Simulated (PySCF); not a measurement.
All values below come from B3LYP-D3(BJ)/def2-TZVP (PySCF). Isolated molecules, 0 K electronic values unless said otherwise. B3LYP has the VWN-RPA correlation part, as in Gaussian. 

Reference species (SMILES): `[GeH3]` (neutral, multiplicity 2).

| Quantity | Result |
|---|---|
| dipole moment | 0.11 D |

Changed species: `[F][GeH][F]` (radical fragment; the reference has radical fragment).

Question: What does the change do to the dipole moment?

Answer: the dipole moment rises by 2.45 D, to 2.56 D.
